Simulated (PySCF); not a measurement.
Ge(Cl)(Me)2(NH2) (C2H8ClGeN), SMILES [Cl][Ge]([NH2])([CH3])[CH3]. Geometry optimised at B3LYP-D3(BJ)/def2-SVP. The values are those of a single conformer.

Computed equilibrium geometry at B3LYP-D3(BJ)/def2-SVP (PySCF confirms it by a frequency run) as a Z-matrix, and its point group (one conformer of several):
point group Cs.
```
Ge
N 1 1.8336
H 2 1.0191 1 114.49
H 2 1.0191 3 108.07 1 128.89
C 1 1.9488 2 108.83 3 -53.93
H 5 1.0994 1 109.93 2 177.43
H 5 1.0999 6 108.49 1 120.56
H 5 1.1004 6 109.34 7 118.82
C 1 1.9488 2 108.83 3 179.53
H 9 1.0994 1 109.93 2 -177.43
H 9 1.0999 10 108.49 1 -120.56
H 9 1.1004 10 109.34 11 -118.82
Cl 1 2.2167 2 111.27 3 62.80
```
Charge 0, spin multiplicity 1.
